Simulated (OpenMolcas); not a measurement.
Cr3+: moving or changing the point charges

Cr3+ among 3 point charges of -1 e arranged as a planar triangle (D3h), 2.13 Å from the ion.
```
   2.1300    0.0000    0.0000  -1.00
  -1.0650    1.8446    0.0000  -1.00
  -1.0650   -1.8446    0.0000  -1.00
```

| Item | Value |
| --- | --- |
| Program | OpenMolcas |
| Method | SS-CASPT2, IPEA 0.25 Eh, imaginary shift 0.1 Eh (closed shells correlated: 3s 3p) |
| Basis | ANO-RCC-VDZP [5s4p2d1f] |
| Scalar Hamiltonian | DKH2, point nucleus |
| Active space | 3 electrons in 5 orbitals (3d) |
| State averaging | 2S+1 = 4 even, 10 roots; 2S+1 = 2 even, 40 roots |
| Spin-orbit coupling | RASSI with atomic mean-field integrals over the reference wave functions |

Runs around this geometry, states (labels of D3, the rotations of D3h). Energies in cm-1 above the lowest state or level, χT in cm3 K/mol.

| R (Å) | q (e) | Ground state | First state of that spin | First gap with spin-orbit (degeneracies) | χT at 300 K | First state of another spin |
| --- | --- | --- | --- | --- | --- | --- |
| 2.13 | -0.8 | 2S+1 = 4 | 4E 1240 | 300 (2, 2) | 0.987 | 2A1 15630 |
| 1.95 | -1 | 2S+1 = 4 | 4A2 1610 | 300 (2, 2) | 0.993 | 2A1 15370 |
| 2.13 | -1 | 2S+1 = 4 | 4E 1470 | 300 (2, 2) | 0.990 | 2A1 15560 |
| 2.33 | -1 | 2S+1 = 4 | 4E 1200 | 300 (2, 2) | 0.989 | 2A1 15670 |

Scaling the charges by -0.8 / -1 = 0.80 scales the first state of the same spin by 1240 / 1470 = 0.84; with fixed orbitals a first-order splitting would follow the charge.

Roots that are degenerate in the reference are averaged as groups; the widest CASPT2 spread within a group is 170 cm-1 (the 2-fold group of multiplicity 4 near 1690 cm-1 above the lowest state of its run, R = 1.95, q = -1). Shifts and gaps below about the spread of the groups concerned are not significant. An orbital doublet at a regular site is open to a Jahn-Teller distortion, which this geometry leaves out. The ground term spreads over less than 5000 cm-1, several times less than with real ligands, so orbital moments are less quenched and χT lies further from the spin-only value than at real sites. Free-ion shares, where given, are those of the reference states; single-state CASPT2 does not remix them. Point charges carry no covalency, so the field is a model and not that of real ligands. An unlabelled pair can be two single states that coincide in this model. No measured value stands beside these numbers.

A state without a sure symmetry label is named by its multiplicity alone.
